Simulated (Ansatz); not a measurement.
Species: CH$_{5}$GaO, charge 0, singlet. CH5GaO (SMILES C[O][GaH2]).
B3LYP-D3(BJ)/def2-TZVP minimum from Ansatz (a first-principles code):
```xyz
8

Ga    -0.1208     0.1039     0.7589
H     -1.3292     0.7235     1.5172
H      1.2194    -0.4983     1.2994
O     -0.3230     0.0904    -1.0216
C      0.6306    -0.4177    -1.9317
H      1.5269    -0.8123    -1.4368
H      0.1851    -1.2246    -2.5218
H      0.9430     0.3737    -2.6201
```
Charge 0, spin multiplicity 1.

Total energies in hartree (Ansatz). Radicals and triplets start from unrestricted determinants; spin-orbit coupling is neglected. Cores are frozen in correlated methods (noble-gas shells, and filled d and f shells in the p block). No relativity. For partners of very few electrons the exact lower level stands in for a higher one.

```csv
species,HF/cc-pVTZ,CCSD(T)/cc-pVTZ,HF/cc-pVQZ,CCSD(T)/cc-pVQZ,CCSD(T)/cc-pVDZ,CCSDT(Q)/cc-pVDZ
1: CH5GaO (SMILES C[O][GaH2]),-2038.96914,-2039.51787,-2038.98212,-2039.56310,-2039.30476,-2039.30654
2: Ga (doublet),-1923.26189,-1923.30928,-1923.26422,-1923.31345,-1923.23626,-1923.23650
3: H (doublet),-0.49981,-0.49981,-0.49995,-0.49995,-0.49928,-0.49928
4: O (triplet),-74.81176,-74.97396,-74.81729,-74.99357,-74.90995,-74.91013
5: C (triplet),-37.69157,-37.78076,-37.69331,-37.78654,-37.76038,-37.76071
```

**Question.** Work out the atomisation energy (electronic, to ground-state atoms) in kJ/mol: take Hartree-Fock from cc-pVQZ, extrapolate the CCSD(T) correlation energy as X^-3 (X = 3, 4), and add CCSDT(Q) - CCSD(T) in cc-pVDZ. 1 hartree = 2625.5 kJ/mol.

**Answer.** 
Species 1: correlation (64·(-0.58098) - 27·(-0.54873))/37 = -0.60451; step -0.00178; E1 = -2038.98212 + (-0.60451) + (-0.00178) = -2039.58841
Species 2: correlation (64·(-0.04923) - 27·(-0.04739))/37 = -0.05057; step -0.00024; E2 = -1923.26422 + (-0.05057) + (-0.00024) = -1923.31503
Species 3: correlation (64·(0.00000) - 27·(0.00000))/37 = 0.00000; step +0.00000; E3 = -0.49995 + (0.00000) + (+0.00000) = -0.49995
Species 4: correlation (64·(-0.17628) - 27·(-0.16220))/37 = -0.18655; step -0.00018; E4 = -74.81729 + (-0.18655) + (-0.00018) = -75.00402
Species 5: correlation (64·(-0.09323) - 27·(-0.08919))/37 = -0.09618; step -0.00033; E5 = -37.69331 + (-0.09618) + (-0.00033) = -37.78982
-1·E1 +1·E2 +5·E3 +1·E4 +1·E5 = 0.97979 hartree = 2572.4 kJ/mol.
